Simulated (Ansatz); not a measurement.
The same path of CH4O + Cl2H2Si (11 atoms, charge 0, multiplicity 1) was run twice with different band settings. Lost on the way: Si1–H2, H6–O7. Made: Si1–O7, H2–H6.

Level of theory: Ansatz 0.2.0, RKS PBE0-D4/def2-SVP.

Relaxed end points:

```xyz
11
Properties=species:S:1:pos:R:3
Si -0.060 -1.337 -1.093
H 0.389 -0.019 -1.590
Cl 0.421 -2.683 -2.596
Cl 1.070 -1.922 0.554
H -1.501 -1.527 -0.827
H -0.652 -0.107 1.490
O -0.787 0.466 0.725
C 0.102 1.552 0.827
H 1.158 1.225 0.841
H -0.049 2.190 -0.055
H -0.093 2.164 1.725
```

```xyz
11
Properties=species:S:1:pos:R:3
Si -0.206 -1.566 -0.043
H 0.181 2.040 -2.490
Cl -0.127 -2.106 -2.011
Cl 1.501 -2.190 0.923
H -1.367 -2.220 0.600
H 0.055 1.448 -2.026
O -0.281 0.071 -0.011
C 0.004 0.944 1.054
H -0.833 0.983 1.773
H 0.920 0.644 1.591
H 0.154 1.952 0.640
```

Common settings: movable images 7; climbing image yes; optimiser quadratic models (default); start path through a guess of the saddle point; force threshold 0.03 eV/Å; iteration limit 60; end points relaxed.

| run | spring |
| --- | --- |
| 1 | 5.0 eV/Å² |
| 2 | 2.0 to 10.0 eV/Å², energy-weighted |

**Question.** What does each run give, and how far can it be trusted?

**Answer.** Run 1: converged after 47 iterations, highest image 1.458 eV above the first end. The profile has 3 maxima (images 3, 5, 7) with wells between them (images 4, 6): this band takes more than one step, which may be the mechanism or a detour left from its start path. Neighbouring images differ by up to 2.0 eV, so the band resolves the path poorly. A vibrational analysis at the climbing image gives one clearly imaginary mode, 1285i cm⁻¹: a first-order saddle point.
Run 2: converged after 51 iterations, highest image 1.457 eV above the first end. Another band between the same ends (7 images) ends at a top of the same energy, where a vibrational analysis finds 1 clearly imaginary mode.
The orbitals stay closed-shell, which can raise the energy where a bond breaks towards radicals; this wasn't checked here.
